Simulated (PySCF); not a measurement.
Distorted geometries of [Er(OH)4]−

[Er(OH)4]− (singlet in the valence; each metal's 4f electrons, 11 of them, lie in its core potential, out of spins and levels; a saddle point, relaxed within its symmetry). PySCF 2.14.0, RKS BP86, Er lcecp-1-SVP with ECP57, O def2-SVP, H def2-SVP; non-relativistic Hamiltonian with scalar-relativistic core potentials where named; density fitting; no spin-orbit coupling. Relaxed geometry:

```xyz
9

Er    0.0267    0.0182   -0.0050
O     1.1742    1.3034    1.2267
H     2.0906    1.4918    1.4789
O    -1.1741   -1.2891    1.1768
H    -2.0926   -1.5200    0.9535
O     1.2792   -1.2138   -1.2056
H     1.3217   -2.1843   -1.2301
O    -1.3065    1.1363   -1.2261
H    -1.6809    2.0310   -1.1798
```

Question: Order these distorted geometries by energy above the relaxed one, lowest first.
A.
```xyz
9

Er    0.0250    0.0106    0.0411
O     1.1734    1.2747    1.1844
H     2.1177    1.5391    1.4561
O    -1.1687   -1.2972    1.1667
H    -2.0893   -1.5337    0.9745
O     1.2351   -1.2155   -1.2065
H     1.3433   -2.1528   -1.2346
O    -1.2858    1.1511   -1.1835
H    -1.7123    1.9972   -1.2088
```
B.
```xyz
9

Er    0.0265   -0.0255    0.0067
O     1.1434    1.2024    1.3150
H     2.1465    1.3875    1.5131
O    -1.1496   -1.2078    1.2625
H    -2.0579   -1.4252    0.9223
O     1.3718   -1.2057   -1.3000
H     1.3154   -2.0866   -1.2405
O    -1.3572    1.1301   -1.3174
H    -1.8004    2.0043   -1.1724
```
C.
```xyz
9

Er   -0.1033   -0.2418    0.0498
O     1.2195    1.4113    1.0831
H     2.2449    1.7190    1.7523
O    -1.1758   -1.3272    1.2982
H    -2.1585   -1.3991    0.9248
O     1.1077   -1.2103   -1.3163
H     1.2786   -2.1110   -1.2686
O    -1.1117    1.2287   -1.2321
H    -1.6631    1.7039   -1.3018
```

Answer: A (0.13 eV), B (0.52 eV), C (5.03 eV).

Question: Which forces (eV/Å) act in the one that lies 0.13 eV up?

Answer: 
```
Er  -0.34 -0.20 -1.06
O    2.54  1.08  1.17
H   -1.97 -0.52 -0.53
O   -0.19 -0.26  0.38
H   -0.10 -0.04 -0.01
O   -0.10  1.45  0.06
H    0.16 -1.47 -0.05
O    0.50 -1.08  0.07
H   -0.50  1.04 -0.03
```
Forces carry noise of the integration grid, about 0.01 to 0.03 eV/Å.

An lcecp potential fixes the number of 4f electrons, so in runs with it no electron can move into or out of that shell.
